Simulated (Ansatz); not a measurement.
## Active spaces for CrN, quartet

Computed with Ansatz's Gaussian-basis code (development build). Basis def2-SVP, nonrelativistic, 6 orbitals frozen in the corrections. State-specific CASSCF; RHF is the lowest restricted (open-shell) Hartree–Fock solution met. Letters tell apart solutions met in one space. A minimal or small basis: far from the basis limit. Solutions may break the symmetry of the shape. The lowest solution met needn't be the lowest there is, nor hold the orbitals that a chemist would pick. A CASSCF solution shown is a saddle point in the orbitals.

Geometry: bond length 3.1260 Å. A bond is stretched, to 1.49 times the sum of the covalent radii.

CASSCF less RHF, in eV, and natural occupations:

| CAS | CASSCF | occupations |
| --- | --- | --- |
| (9,9) a | -4.608 | 1.93, 1.06, 1.02, 1.02, 1.00, 0.98, 0.98, 0.93, 0.07 |
| (9,9) b | -1.936 | 2.00, 1.90, 1.01, 1.00, 1.00, 1.00, 0.99, 0.05, 0.05 |

(1) What totals less RHF do the corrections give on each solution?

(2) In CAS(9,9), is the solution lowest in CASSCF also lowest after SC-NEVPT2?

Results:

(1) 

```tsv
CAS	SC-NEVPT2
(9,9) a	-11.670
(9,9) b	-9.006
```

(2) Yes: (9,9) a stays lowest, 2.66 eV under the next.
